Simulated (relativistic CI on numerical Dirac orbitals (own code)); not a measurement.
Calculated at this level of theory: Dirac-Coulomb-Breit CI, separate exchange-only KLI orbitals for each configuration, model QED (radiative potential, 1s self-energy scaled to tabulated hydrogen-like ionisation energies), unscaled Slater integrals (own radial code, finite nucleus).

The strongest absorption lines from the ground level of an ion, among the configurations computed and to levels below about 1270 eV (vacuum wavelength in Å, gf): 9.7657 (0.26), 12.425 (0.11), 12.481 (0.36), 12.545 (0.26), 12.555 (0.19), 12.867 (1.3), 122.81 (0.16), 144.52 (0.12).

(1) Which ion is it?
A. Mn20+
B. Cu24+
C. V18+
D. Mn18+

## Answers

(1) A. Mn20+ has 5 electrons and the ground level 2s²2p ²P°1/2; the strongest line goes to 2s²3d ²D3/2. The pattern of lines fixes the number of electrons, and along that sequence the line energies rise steadily with the charge (about as its square where n changes within one kind of shell, about linearly where n is kept but much faster in heavy ions where fine structure, which grows about as Z⁴, sets the gap, and irregularly where shells cross), which fixes Z. Configurations outside the model, such as inner-shell arrays, can give stronger lines. At this charge energies of transitions that change n are usually good to better than 1 %, and those within a shell (Δn = 0) to a few per cent.

LS names give the leading component of a level, which can be under half, so a name can repeat, a term be missing and a line seem to break the LS rules.
